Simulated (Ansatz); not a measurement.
CH$_{5}$Cl$_{2}$NSi (`C[Si](N)(Cl)Cl`) from Hartree–Fock to CCSD(T)

```xyz
10

C    -0.281    0.525    1.299
Si   -0.374   -0.154   -0.414
N     1.155   -0.614   -0.989
Cl   -1.543   -1.835   -0.494
Cl   -1.311    1.260   -1.594
H     0.365    1.407    1.322
H     0.125   -0.226    1.980
H    -1.272    0.822    1.646
H     1.223   -1.234   -1.781
H     1.914    0.049   -0.976
```

Total charge 0; spin multiplicity 1. The geometry is a stationary point of PBE0-D4/def2-TZVP. It is one conformer, not always the lowest. Frozen core, restricted reference, the Gaussian-basis code of Ansatz. CBS rows extrapolate triple and quadruple zeta; past MP2 they add the triple-zeta difference.

```json
{"basis": "def2-SVP", "HF (Eh)": "-1302.86835", "MP2 corr.": "-0.67168", "CCSD corr.": "-0.72565", "(T)": "-0.01760", "CCSD(T) total": "-1303.61160"}
{"basis": "def2-TZVPP", "HF (Eh)": "-1303.40646", "MP2 corr.": "-0.88740", "CCSD corr.": "-0.94254", "(T)": "-0.03873", "CCSD(T) total": "-1304.38773"}
{"basis": "def2-QZVPP", "HF (Eh)": "-1303.44581", "MP2 corr.": "-0.96392", "CCSD corr.": "–", "(T)": "–", "CCSD(T) total": "–"}
{"basis": "CBS(def2)", "HF (Eh)": "-1303.45123", "MP2 corr.": "-1.02060", "CCSD corr.": "-1.07574", "(T)": "as TZ", "CCSD(T) total": "-1304.56570"}
```
